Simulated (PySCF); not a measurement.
boron monoxide dimer (B₂O₂), singlet, at the geometry optimised at the base level; HF/3-21G, frequencies in PySCF.

Input for PySCF:
```python
from pyscf import gto, scf
from pyscf.hessian import thermo

mol = gto.M(
    atom='''
O    -0.000000   -0.000000   -2.020839
B    -0.000000   -0.000000   -0.811627
B     0.000000    0.000000    0.811627
O     0.000000    0.000000    2.020839
''',
    basis='3-21g',
    charge=0,
    spin=0,
    verbose=3,
)

mf = scf.RHF(mol)
mf.kernel()
hess = mf.Hessian().kernel()
freq = thermo.harmonic_analysis(mf.mol, hess)
print('frequencies / cm-1', freq['freq_wavenumber'].round(1))
th = thermo.thermo(mf, freq['freq_au'], 100, 101325)
thermo.dump_thermo(mf.mol, th)
```

Task: Predict the main parts of the log of this PySCF run.

Result: 
```
converged SCF energy = -198.084837565994
frequencies / cm-1 [ 262.7  262.7  607.5  607.5  657.5 2046.4 2274.3]
temperature 100.0000 [K]
pressure 101325.00 [Pa]
Rotational constants [GHz] inf 3.48742 3.48742
Symmetry number 2
Zero-point energy (ZPE) 0.01531 [Eh]   40185.396 [J/mol]
                           tot       elec      trans        rot        vib
Entropy [J/mol/K]       193.288      0.000    135.699     55.703      1.886
Cv [J/mol/K]             26.729      0.000     12.472      8.314      5.943
Cp [J/mol/K]             35.043      0.000     20.786      8.314      5.943
Internal energy [J/mol]                      1247.169    831.446  40335.228
Internal energy [Eh]   -198.06868  -198.08484
Enthalpy [J/mol]                             2078.615    831.446  40335.228
Enthalpy [Eh]          -198.06837
Gibbs free energy [J/mol]                  -11491.316  -4738.888  40146.644
Gibbs free energy [Eh] -198.07573
```
